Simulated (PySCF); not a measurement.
**Stretching InSb**

Set-up: In def2-TZVPPD with ECP28, Sb def2-TZVPPD with ECP28; scalar-relativistic core potentials (PySCF 2.14). Energies in eV from In + Sb in their ground configurations at the same level. All curves are PBE0. state 1: ³Σ⁻ (triplet), unpaired electrons π ↑↑; state 2: ³Π (triplet), unpaired electrons σ ↑, π ↑, a second solution, started from another occupation; state 3: Ms = 0 determinant of mixed spin (⟨S²⟩ near 1.0), unpaired electrons π ↑↓, a mixture of terms (⟨Lz²⟩ = 2.0), a second solution, started from another occupation; state 4: Ms = 0 determinant of mixed spin (⟨S²⟩ near 1.0), unpaired electrons σ ↓, π ↑, a second solution, started from another occupation.

| R (Å) | state 1 | state 2 | state 3 | state 4 |
| --- | --- | --- | --- | --- |
| 2.536 | -1.136 | -1.351 | -0.869 | -1.175 |
| 2.654 | -1.466 | -1.465 | -1.198 | -1.278 |
| 2.772 | -1.644 | -1.467 | -1.373 | -1.269 |
| 2.861 | -1.705 | -1.421 | -1.433 | -1.214 |
| 2.949 | -1.720 | -1.348 | -1.446 | -1.134 |
| 3.038 | -1.701 | -1.256 | -1.424 | -1.037 |
| 3.155 | -1.636 | -1.118 | -1.355 | -0.892 |
| 3.303 | -1.512 | -0.934 | -1.226 | -0.700 |
| 3.480 | -1.330 | -0.721 | -1.034 | -0.470 |
| 3.716 | -1.068 | -0.486 | -0.753 | -0.187 |

Put a parabola through the three lowest points of the state 1 curve and estimate Re, k and ωe (reduced mass 58.91 u; 1 eV/Å² = 0.16022 mdyn/Å; ωe = 1302.8·√(k/μ) cm⁻¹).

Through R = 2.861, 2.949, 3.038 Å the second-order coefficient is 2.17 eV/Å², so Re ≈ 2.944 Å, k ≈ 0.695 mdyn/Å and ωe ≈ 142 cm⁻¹. A polynomial fit of higher order to the unrounded PBE0 energies gives Re = 2.940 Å, k = 0.726 mdyn/Å, ωe = 145 cm⁻¹; anharmonicity and rounding make the difference.

The higher-order fit for each curve: state 1: Re = 2.940 Å, ωe = 145 cm⁻¹, De = 1.72 eV; state 2: Re = 2.713 Å, ωe = 170 cm⁻¹, minimum 1.48 eV below the ground-state fragments; state 3: Re = 2.934 Å, ωe = 147 cm⁻¹, minimum 1.45 eV below the ground-state fragments; state 4: Re = 2.698 Å, ωe = 175 cm⁻¹, minimum 1.28 eV below the ground-state fragments.

Closed-shell solutions of metal pairs were not tested for spin polarisation, which can lower them a little. ⟨S²⟩ of the unrestricted solution departs from its pure value on part of the curve, where spin states mix. These are scalar-relativistic numbers at best; spin–orbit coupling would shift them, the dissociation energy most. The state was picked by a PBE0 search and need not be the measured ground state.
